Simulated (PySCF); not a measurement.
**Shapes and spin states of [RhS2]+**

Method: PBE0/[Rh def2-TZVP with ECP28, S def2-TZVP], scalar-relativistic core potentials, density fitting, no spin–orbit coupling, PySCF.

Relaxations began from a few typed shapes and spin states; open shells are unrestricted. The search is not exhaustive: other isomers or separated fragments can lie lower, and high-lying points may rest on an excited occupation.

| spin | group | bonds | angles | imaginary modes (cm⁻¹) | ΔE (kJ/mol) | ΔE with ZPE (kJ/mol) |
| --- | --- | --- | --- | --- | --- | --- |
| triplet | C2v | Rh–S 2.254 Å (×2), S–S 1.929 Å | Rh–S–S 64.7° (×2), S–Rh–S 50.7° | none | 0.0 | 0.0 |
| quintet | C2v | Rh–S 2.470 Å (×2), S–S 1.948 Å | Rh–S–S 66.8° (×2), S–Rh–S 46.5° | none | 99.1 | 97.5 |
| singlet (closed shell, unstable to spin polarisation) | C2v | Rh–S 2.005 Å (×2) | S–Rh–S 118.3° | none | 213.7 | 213.7 |
| singlet (closed shell, unstable to spin polarisation) | D∞h | Rh–S 2.052 Å (×2) | S–Rh–S 180.0° | 140i, 140i | 288.3 | – |

The lowest minimum found is the triplet C2v: Rh–S 2.254 Å (×2), S–S 1.929 Å; Rh–S–S 64.7° (×2), S–Rh–S 50.7°.

For the lowest minimum: other spin states or occupations of the open shell can lie lower.
